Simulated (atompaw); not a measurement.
# LDA (PW92) PAW (atompaw) dataset for Cu, scalar-relativistic all-electron reference.

```
Element                 : copper
Generator               : atompaw 4.2.0.5
Type                    : PAW
Functional              : LDA (PW92)
Relativity              : scalar-relativistic
Frozen core             : [Ar]
Valence charge          : 11
Reference configuration : 3d10 4s1 4p0
Partial waves           : 4s (bound): rc 3.00 bohr; 4s channel at 4.05 Ry: rc 3.00 bohr; 4p (bound, empty): rc 3.00 bohr; 4p channel at 0.3 Ry: rc 3.00 bohr; 3d (bound): rc 1.20 bohr; 3d channel at 3.1 Ry: rc 1.20 bohr
Local potential         : troulliermartins scheme with l = 3 at 0 Ry, radius 2.70 bohr
Core correction         : smooth core density matched at 2.80 bohr
Augmentation charge     : sinc compensation charge, radius 2.60 bohr; PAW radius 3.00 bohr; waves and projectors: custom polynom vanderbiltortho
```

* Cutoffs needed: 110 Ry and 180 Ry (the cutoffs (Ry, on a coarse ladder) from which the occupation-weighted sum of valence levels, in a spherical-Bessel basis at the reference potential, stays within 10 and 1 mRy of its value at 400 Ry)
* Ghost test: no extra level below or beside the all-electron valence levels (s, p, d, f tested) (spherical-Bessel basis up to 400 Ry, 20 bohr box)
* Lowest eigenvalue of the overlap operator: 0.06 (s channel)
* Overlap eigenvalues printed by atompaw (projector basis): 0.0125, 0.378, 0.904, 8.18, 6.88e+03, 9.34e+03
* Share of each valence orbital outside the PAW sphere: 4s 39 %, 4p 78 %, 3d 2 %
